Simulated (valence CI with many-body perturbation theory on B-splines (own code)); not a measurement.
## Sb28+: fill in the table

Level of theory: valence CI with perturbative core correlation (CI+MBPT): five valence electrons over a frozen Dirac-Fock core [Ar], a basis of 7 s, 7 p, 8 d, 6 f, 4 g, 1 h functions for each j, with the one-electron correlation potential Σ1, the two-electron term Σ2, the three-electron term Σ3, Breit, model QED; selected CI, second order for the rest (own B-spline code, finite nucleus).

No measured spectrum was set against this ion. As an estimate, large intervals hold to a few tenths of a per cent, small ones and those within an open d or f shell to about a per cent. Only levels of the ground parity were solved; by the run's estimate the other parity begins above the list, which can be wrong where configurations are misplaced.

| Level | E (cm⁻¹) |
| --- | --- |
| (3d3/2^3 3d5/2^2) J=5/2 [a] | 0.0 |
| (3d3/2^4 3d5/2) J=5/2 | 85862 |
| (3d3/2^3 3d5/2^2) J=7/2 | ? |
| (3d3/2^3 3d5/2^2) J=3/2 | 135250 |
| (3d3/2^3 3d5/2^2) J=11/2 | 137610 |
| (3d3/2^3 3d5/2^2) J=5/2 [b] | 149630 |
| (3d3/2^3 3d5/2^2) J=9/2 | 150000 |
| (3d3/2^3 3d5/2^2) J=1/2 | 160390 |
| (3d3/2^2 3d5/2^3) J=7/2 [a] | 187720 |
| (3d3/2^3 3d5/2^2) J=5/2 [c] | ? |
| (3d3/2^2 3d5/2^3) J=7/2 [b] | 214460 |
| (3d3/2^2 3d5/2^3) J=11/2 | ? |
| (3d3/2^2 3d5/2^3) J=3/2 [a] | 222990 |
| (3d3/2^2 3d5/2^3) J=1/2 [a] | ? |
| (3d3/2^2 3d5/2^3) J=9/2 [a] | 230320 |
| (3d3/2^2 3d5/2^3) J=3/2 [b] | 234620 |
| (3d3/2^2 3d5/2^3) J=13/2 | 236380 |
| (3d3/2^2 3d5/2^3) J=5/2 [a] | ? |
| (3d3/2^2 3d5/2^3) J=9/2 [b] | 274820 |
| (3d3/2^2 3d5/2^3) J=5/2 [b] | ? |

Levels are named by their leading jj configuration (3d3/2^4 stands for four electrons in 3d with j = 3/2), which in mixed levels can hold well under half, so a name can repeat and another be missing. Letters in brackets count levels of one name in rising energy.

The levels stand in rising order. What does the calculation give for the missing energies?

(3d3/2^3 3d5/2^2) J=7/2 131040; (3d3/2^3 3d5/2^2) J=5/2 [c] 194440; (3d3/2^2 3d5/2^3) J=11/2 214520; (3d3/2^2 3d5/2^3) J=1/2 [a] 223990; (3d3/2^2 3d5/2^3) J=5/2 [a] 249950; (3d3/2^2 3d5/2^3) J=5/2 [b] 285050.
